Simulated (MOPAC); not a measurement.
MOPAC input (PM3):

```
PM3 1SCF UHF MS=0.5 GEO-OK AUX(PRECISION=9) THREADS=1
H5N2O2Si

N    -0.84261500 1    0.38607600 1    1.48849700 1
Si   -0.01511600 1   -0.01034500 1    0.01199000 1
N     1.60543400 1   -0.15751700 1    0.48938200 1
O    -0.39903100 1   -1.38783100 1   -0.79479900 1
O    -0.39927500 1    1.18962700 1   -1.05378000 1
H    -1.68158400 1   -0.15012800 1    1.70933200 1
H     2.25404900 1   -0.78183300 1    0.04178000 1
H     1.95557600 1    0.24682800 1    1.34034200 1
H    -0.96831900 1   -1.28127600 1   -1.56145000 1
H    -0.30138300 1    2.09696900 1   -0.75439000 1
```

From the output:

```
                                                       MOPAC v23.2.5 Linux

          FINAL HEAT OF FORMATION =       -150.44634 KCAL/MOL =    -629.46749 KJ/MOL

          COSMO AREA              =        114.09 SQUARE ANGSTROMS
          COSMO VOLUME            =        101.24 CUBIC ANGSTROMS

          IONIZATION POTENTIAL    =          8.608143 EV
          ALPHA SOMO LUMO (EV)    =         -8.750  1.187
          BETA  SOMO LUMO (EV)    =         -8.608  0.134
          NO. OF ALPHA ELECTRONS  =         16
          NO. OF BETA  ELECTRONS  =         15
          MOLECULAR WEIGHT        =         93.1372         POINT GROUP:  C1

          MOLECULAR DIMENSIONS (Angstroms)

            Atom       Atom       Distance
            H     9    H     8     4.39371
            H     7    H     6     4.12118
            H    10    O     4     3.11485

          SCF CALCULATIONS        =          1

   ATOM   CHEMICAL          X               Y               Z
  NUMBER   SYMBOL      (ANGSTROMS)     (ANGSTROMS)     (ANGSTROMS)

     1       N         -0.84261500  *   0.38607600  *   1.48849700  *
     2      Si         -0.01511600  *  -0.01034500  *   0.01199000  *
     3       N          1.60543400  *  -0.15751700  *   0.48938200  *
     4       O         -0.39903100  *  -1.38783100  *  -0.79479900  *
     5       O         -0.39927500  *   1.18962700  *  -1.05378000  *
     6       H         -1.68158400  *  -0.15012800  *   1.70933200  *
     7       H          2.25404900  *  -0.78183300  *   0.04178000  *
     8       H          1.95557600  *   0.24682800  *   1.34034200  *
     9       H         -0.96831900  *  -1.28127600  *  -1.56145000  *
    10       H         -0.30138300  *   2.09696900  *  -0.75439000  *

                             CARTESIAN COORDINATES

   1    N       -0.842615000     0.386076000     1.488497000
   2   Si       -0.015116000    -0.010345000     0.011990000
   3    N        1.605434000    -0.157517000     0.489382000
   4    O       -0.399031000    -1.387831000    -0.794799000
   5    O       -0.399275000     1.189627000    -1.053780000
   6    H       -1.681584000    -0.150128000     1.709332000
   7    H        2.254049000    -0.781833000     0.041780000
   8    H        1.955576000     0.246828000     1.340342000
   9    H       -0.968319000    -1.281276000    -1.561450000
  10    H       -0.301383000     2.096969000    -0.754390000

           Empirical Formula: H5 N2 O2 Si  =    10 atoms

      MOLECULAR POINT GROUP   :   C1

          ALPHA EIGENVALUES
 -35.77587 -35.22440 -27.86384 -24.88192 -16.87764 -16.48519 -15.61162 -14.34752
 -13.60971 -12.66244 -12.29239 -11.42301 -11.22642 -10.49947  -9.90597  -8.74974
   1.18735   1.66749   1.96250   2.21488   4.87926   5.03888   5.49456   5.88955
   6.31827

           BETA EIGENVALUES
 -35.77333 -35.22037 -27.82438 -24.15184 -16.86922 -16.45615 -15.50931 -14.31431
 -13.52733 -12.53054 -12.06123 -11.38954 -11.06252  -9.47658  -8.60814   0.13376
   1.38295   1.78340   2.05271   2.84628   5.04173   5.10318   5.52190   5.89655
   6.33803

              NET ATOMIC CHARGES AND DIPOLE CONTRIBUTIONS

  ATOM NO.   TYPE          CHARGE      No. of ELECS.   s-Pop       p-Pop
    1          N          -0.313814        5.3138     1.65910     3.65471
    2         Si           0.974029        3.0260     0.91508     2.11089
    3          N          -0.223703        5.2237     1.34195     3.88175
    4          O          -0.508538        6.5085     1.75760     4.75094
    5          O          -0.526689        6.5267     1.76304     4.76365
    6          H           0.075180        0.9248     0.92482
    7          H           0.050085        0.9499     0.94991
    8          H           0.051125        0.9489     0.94887
    9          H           0.212484        0.7875     0.78752
   10          H           0.209841        0.7902     0.79016
 DIPOLE           X         Y         Z       TOTAL
 POINT-CHG.     0.582     0.544     0.496     0.939
 HYBRID        -0.494    -0.441    -0.484     0.820
 SUM            0.089     0.103     0.012     0.136

          ATOMIC ORBITAL ELECTRON POPULATIONS

     Atom    s        px        py        pz
    1  N   1.65910   1.08180   1.26219   1.31072
    2 Si   0.91508   0.75878   0.65207   0.70004
    3  N   1.34195   1.10864   1.51792   1.25519
    4  O   1.75760   1.69642   1.58991   1.46462
    5  O   1.76304   1.88255   1.23615   1.64495
    6  H   0.92482
    7  H   0.94991
    8  H   0.94887
    9  H   0.78752
   10  H   0.79016

                    (SZ)    =    0.500000
                    (S**2)  =    0.753768

          ATOMIC ORBITAL SPIN POPULATIONS

    Atom   Total    s     px     py     pz
         Atomic
    1  N  1.0293  0.015  0.319  0.436  0.260
    2 Si -0.0488 -0.012 -0.013 -0.007 -0.017
    3  N  0.0310  0.006  0.019  0.004  0.001
    4  O -0.0047 -0.000 -0.001 -0.002 -0.001
    5  O  0.0221  0.000  0.000  0.004  0.018
    6  H -0.0275 -0.027
    7  H -0.0006 -0.001
    8  H  0.0003  0.000
    9  H -0.0005 -0.000
   10  H -0.0005 -0.001

 **********************
 *                    *
 * JOB ENDED NORMALLY *
 *                    *
 **********************

 == MOPAC DONE ==
```

The geometry given is a B3LYP-D3(BJ)/def2-TZVP minimum.
